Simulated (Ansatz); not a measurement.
# Worked example: the step energy

An elementary step of Si₂NH₉O, closed shell (Si₂H₆O ([OH][SiH2][SiH3]) + NH₃ → SiNH₅O ([NH2][SiH2][OH]) + SiH₄; Si–Si, H–N broken or loosened, Si–N, Si–H formed or tightened). “Start” and “end” are the PBE0-D4/def2-TZVP structures reached by relaxing down either side of its saddle point, with the molecules still in contact.

Ansatz 0.2.0; basis: def2-TZVPP and def2-QZVPP; cores frozen in the correlated methods.

Energies in eV:

| quantity | end | start |
| --- | --- | --- |
| Hartree–Fock, triple zeta (X = 3) | -19389.96487 | -19389.07918 |
| Hartree–Fock, quadruple zeta (X = 4) | -19390.66685 | -19389.75543 |
| MP2 correlation, X = 3 | -19.96478 | -20.17040 |
| MP2 correlation, X = 4 | -21.47476 | -21.69031 |
| CCSD(T) correlation, X = 3 | -22.14963 | -22.41695 |

(1) Work out the step energy at the basis limit: extrapolate Hartree–Fock as E(X) = E∞ + A exp(−7.88 √X) and the MP2 correlation as E(X) = E∞ + B X^−2.97 (the exponents that Neese and Valeev fitted for def2-TZVPP and QZVPP), then add CCSD(T) − MP2 in triple zeta.

No T1 diagnostic of these runs exceeds 0.013.

## Answers

(1) Each step is linear, so take the differences first (end − start): Hartree–Fock -0.88569 (X = 3) and -0.91142 (X = 4); MP2 correlation 0.20562 and 0.21555; CCSD(T) correlation 0.26732.
Two points give E∞ = E(4) + w [E(4) − E(3)], with w = 1/(exp(7.88 (2 − √3)) − 1) = 0.1377 for Hartree–Fock and w = 1/((4/3)^2.97 − 1) = 0.7407 for the correlation.
Hartree–Fock: -0.91142 + 0.1377 × (-0.02573) = -0.9150 eV.
MP2 correlation: 0.21555 + 0.7407 × 0.00993 = 0.2229 eV.
CCSD(T) − MP2: 0.26732 − 0.20562 = 0.0617 eV.
Sum: -0.9150 + 0.2229 + 0.0617 = -0.6304 eV, or -14.54 kcal/mol. Plain CCSD(T) in triple zeta gives -0.6184 eV, so the larger basis shifts the result by -0.0120 eV.

Labels in which every atom is bracketed show which atoms are joined, not bond orders.

For scale, one of the runs: CCSD(T)/def2-TZVPP, 272 basis functions, launched by `ansatz run in.yaml --threads 8 --pin off --events-out ev --progress --plain --max-ram 19148MiB`. The run took 46 s on 8 CPU threads of an Intel Xeon Platinum 8488C (shared host), with 6.9 GiB of host memory at its peak.
